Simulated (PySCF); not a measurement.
CH5Ge, SMILES [CH2][GeH3], multiplicity 2.

Geometry optimised at PBE0-D3(BJ)/def2-TZVP. The isomer is the one that the SMILES or the coordinates give; other isomers of the formula were not compared.

The numbers are results of PySCF 2.14.0 with PBE0-D3(BJ)/def2-TZVP, not measurements.

Frequencies are harmonic and unscaled.

```json
[
 {"mode": "1", "ν (cm⁻¹)": "31", "IR (km/mol)": "0.1", "moving atoms (share of kinetic energy)": "H 100 %"},
 {"mode": "2", "ν (cm⁻¹)": "479", "IR (km/mol)": "6.0", "moving atoms (share of kinetic energy)": "H 94 %"},
 {"mode": "3", "ν (cm⁻¹)": "495", "IR (km/mol)": "11.7", "moving atoms (share of kinetic energy)": "H 98 %"},
 {"mode": "4", "ν (cm⁻¹)": "593", "IR (km/mol)": "81.7", "moving atoms (share of kinetic energy)": "H 75 %, C 22 %"},
 {"mode": "5", "ν (cm⁻¹)": "653", "IR (km/mol)": "30.8", "moving atoms (share of kinetic energy)": "C 68 %, Ge 17 %, H 15 %"},
 {"mode": "6", "ν (cm⁻¹)": "798", "IR (km/mol)": "53.9", "moving atoms (share of kinetic energy)": "H 80 %, C 17 %"},
 {"mode": "7", "ν (cm⁻¹)": "845", "IR (km/mol)": "120.1", "moving atoms (share of kinetic energy)": "H 96 %"},
 {"mode": "8", "ν (cm⁻¹)": "877", "IR (km/mol)": "31.4", "moving atoms (share of kinetic energy)": "H 99 %"},
 {"mode": "9", "ν (cm⁻¹)": "891", "IR (km/mol)": "15.9", "moving atoms (share of kinetic energy)": "H 98 %"},
 {"mode": "10", "ν (cm⁻¹)": "1384", "IR (km/mol)": "0.2", "moving atoms (share of kinetic energy)": "H 89 %, C 11 %"},
 {"mode": "11", "ν (cm⁻¹)": "2123", "IR (km/mol)": "116.7", "moving atoms (share of kinetic energy)": "H 99 %"},
 {"mode": "12", "ν (cm⁻¹)": "2147", "IR (km/mol)": "91.5", "moving atoms (share of kinetic energy)": "H 99 %"},
 {"mode": "13", "ν (cm⁻¹)": "2159", "IR (km/mol)": "111.3", "moving atoms (share of kinetic energy)": "H 99 %"},
 {"mode": "14", "ν (cm⁻¹)": "3152", "IR (km/mol)": "5.2", "moving atoms (share of kinetic energy)": "H 96 %"},
 {"mode": "15", "ν (cm⁻¹)": "3260", "IR (km/mol)": "0.9", "moving atoms (share of kinetic energy)": "H 89 %, C 11 %"}
]
```
